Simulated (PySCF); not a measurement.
Computed IR spectrum (relative IR intensity) of a molecule C₂H₆O₂Si. Geometry: PBE-D3(BJ)/def2-SVP. The values are those of a single conformer. These are PBE-D3(BJ)/def2-SVP run with PySCF values and carry that method's errors. Frequencies are harmonic and unscaled.

Lines under 2 % of the strongest are left out, and lines within 2 cm⁻¹ are merged.

ν (cm⁻¹): 141 (w), 577 (vw), 673 (w), 682 (w), 768 (m), 903 (vs), 905 (m), 924 (m), 936 (w), 977 (w), 1010 (vw), 1250 (s), 1334 (s), 1386 (w), 1394 (vw), 1763 (s), 2195 (m), 2209 (m), 2213 (m) (against the strongest line: vs over 80 %, s over 45 %, m over 15 %, w over 4 %, vw less)

Task: Which molecule gave these data?
A. [SiH3]C1OCO1
B. CC(=O)O[SiH3]
C. CO[SiH2]C=O
D. CC(=O)[SiH2]O

Result: B, CC(=O)O[SiH3]
